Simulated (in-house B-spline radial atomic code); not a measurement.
Radial electron density of Ge VI (Ge5+), [Ar] 3d9. Level of theory: non-relativistic OLYP, spin-polarised, spherical fractional occupations, point nucleus; calculated with an all-electron radial atomic-structure program (B-spline basis).

Columns: r (bohr), 4πr²n(r) (electrons per bohr), bar.

```
 0.00213    1.117 #
 0.00254    1.548 ##
 0.00303    2.135 ##
 0.00361     2.92 ###
 0.00431    3.979 ####
 0.00513     5.35 #####
 0.00612    7.147 #######
 0.00729    9.411 #########
 0.00869    12.23 ############
  0.0104    15.71 ###############
  0.0123    19.47 ###################
  0.0147    23.88 #######################
  0.0175    28.36 ############################
  0.0209    32.68 ################################
  0.0249    36.17 ###################################
  0.0297    38.37 #####################################
  0.0353    38.84 ######################################
  0.0421    37.58 #####################################
  0.0502    35.11 ##################################
  0.0598     32.6 ################################
  0.0713    31.54 ###############################
   0.085    33.07 ################################
   0.101    37.08 ####################################
   0.121    42.24 #########################################
   0.144     45.3 ############################################
   0.171     44.1 ###########################################
   0.204    38.17 #####################################
   0.243    30.16 #############################
    0.29    24.13 #######################
   0.346    22.94 ######################
   0.412    25.54 #########################
   0.491    28.13 ###########################
   0.585    27.21 ##########################
   0.698    22.16 ######################
   0.831    15.11 ###############
   0.991    8.542 ########
    1.18    4.035 ####
    1.41    1.562 ##
    1.68   0.5126 
       2   0.1375 
    2.38  0.02784
```

On this grid the curve has 3 maxima, near 0.0353, 0.144, 0.491 bohr.

The 3d up radial function P(r) = rR(r), positive near the nucleus:

```tsv
r (bohr)	P
0.0147	0.001261
0.0209	0.0034
0.0297	0.008923
0.0421	0.02247
0.0598	0.05427
0.085	0.1233
0.121	0.2581
0.171	0.4783
0.243	0.7799
0.346	1.075
0.491	1.205
0.698	1.071
0.991	0.731
1.41	0.3579
2	0.1165
```
